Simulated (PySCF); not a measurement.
**Electronic absorption of Al2Cl2H4**

Al2Cl2H4.
Numbering: `[AlH2-:1]1[Cl+:2][AlH2-:3][Cl+:4]1` (hydrogens: H5, H6 on Al1; H7, H8 on Al3)

Theory: PySCF, TDDFT CAM-B3LYP/def2-SVPD, vertical, gas phase, core orbitals frozen in the response. Geometry: PBE0-D3(BJ)/def2-SVP; no solvent, vibrations or thermal averaging.

Task: Predict the UV-vis stick spectrum at this level.

Result: 

```csv
state,E (eV),λ (nm),ν̃ (cm⁻¹),f,"main configurations (H = HOMO, L = LUMO)"
S1,6.48,191.3,52280,0.0000,"H→L (88%), H-1→L+4 (9%)"
S2,6.89,179.8,55610,0.0000,"H-1→L (74%), H→L+4 (22%)"
S3,7.40,167.6,59680,0.0000,"H→L+1 (75%), H-1→L+3 (10%)"
S4,7.47,166.0,60250,0.0068,"H→L+2 (59%), H→L+3 (16%), H-1→L+1 (14%)"
S5,7.73,160.4,62330,0.0000,H-2→L (93%)
S6,8.02,154.6,64670,0.181,"H-1→L+1 (45%), H→L+2 (29%), H→L+3 (15%)"
S7,8.17,151.8,65860,0.0000,"H-1→L+2 (70%), H→L+6 (13%), H→L+1 (10%)"
S8,8.26,150.0,66650,0.082,"H-3→L (84%), H→L+5 (9%)"
S9,8.57,144.6,69140,0.0000,H-4→L (94%)
S10,8.60,144.1,69380,0.0001,"H→L+4 (74%), H-1→L (22%)"
```

Triplets, Tamm–Dancoff:

```tsv
state	E (eV)	λ (nm)	main configurations (H = HOMO, L = LUMO)
T1	6.09	203.5	H→L (81%), H-1→L+4 (13%)
T2	6.38	194.4	H-1→L (68%), H→L+4 (24%)
T3	6.97	178.0	H→L+2 (46%), H→L+3 (18%), H-1→L+6 (14%)
T4	6.99	177.3	H→L+1 (53%), H-1→L+2 (15%), H-1→L+3 (15%)
```

The lowest singlet comes at 191 nm (625 kJ/mol) in the vacuum ultraviolet; it is dark (f under 0.0005); its leading configuration is HOMO→LUMO (88%). The most intense listed level is S6 at 8.02 eV (155 nm, f = 0.181), 1.54 eV above S1. Löwdin shares by element: HOMO aluminium 30%, hydrogen 25% or more (atoms not listed hold the other 46%); LUMO aluminium 45%, chlorine 33% (atoms not listed hold the other 22%). Orbital energies (eV): HOMO-3 -11.60, HOMO-2 -11.03, HOMO-1 -10.35, HOMO -9.81, LUMO -0.13, LUMO+1 0.61, LUMO+2 0.73. The oscillator strengths of these states sum to 0.270; summed over the whole spectrum of an exact calculation they would give the number of electrons, 64 (Thomas–Reiche–Kuhn). Of the 10 states listed, 2 reach f = 0.01 and 7 stay under 0.0005. No computed singlet lies in the visible range (380 to 750 nm); the lowest, at 191 nm, stands 3.22 eV above its violet end (3.26 eV). The vertical ionisation energy (ΔSCF) is 10.68 eV, 2.08 eV above S10. The window holds the lowest 10 singlets.
